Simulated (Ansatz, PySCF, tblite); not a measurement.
Bond stretch in SiBe, lowest singlet found (which spin is the ground state isn't settled by this scan).

Levels: RHF/aug-cc-pVDZ (Ansatz, an electronic-structure program); GFN2-xTB, 300 K electronic temperature (tblite); RMP2/6-31G* = restricted MP2 (frozen core)/6-31G*, spherical d (PySCF); RKS-PBE = Ansatz with restricted PBE/aug-cc-pVDZ.

Energies are in kJ/mol, each relative to the lowest point of its own curve between 1.81 and 2.46 Å, where full CI is lowest.

| R / Å | RHF | GFN2-xTB | RMP2/6-31G* | RKS-PBE |
|---|---|---|---|---|
| 1.48 | 484.7 | 905.5 | 477.5 | 473.1 |
| 1.62 | 240.9 | 324.8 | 238.7 | 236.8 |
| 1.72 | 133.6 | 133.7 | 132.5 | 132.3 |
| 1.81 | 70.9 | 47.8 | 69.9 | 70.9 |
| 1.88 | 39.0 | 15.2 | 37.7 | 39.2 |
| 1.98 | 12.2 | 0.0 | 10.5 | 12.2 |
| 2.03 | 5.1 | 1.1 | 3.5 | 4.9 |
| 2.08 | 1.1 | 5.8 | 0.0 | 0.9 |
| 2.17 | 0.0 | 20.2 | 1.0 | 0.0 |
| 2.21 | 1.3 | 27.9 | 4.0 | 1.7 |
| 2.34 | 10.1 | 54.8 | 21.2 | 13.4 |
| 2.46 | 20.9 | 78.1 | 42.8 | 29.5 |

At the longest distance, 2.46 Å, GFN2-xTB lies highest above its minimum (78.1 kJ/mol) and RHF lowest (20.9 kJ/mol).

The scan ran from 1.48 to 7.02 Å; beyond the distances shown full CI changes its symmetry label. The restricted form behind RHF, RMP2/6-31G*, RKS-PBE keeps the bonding electrons paired and can't separate into open-shell fragments.
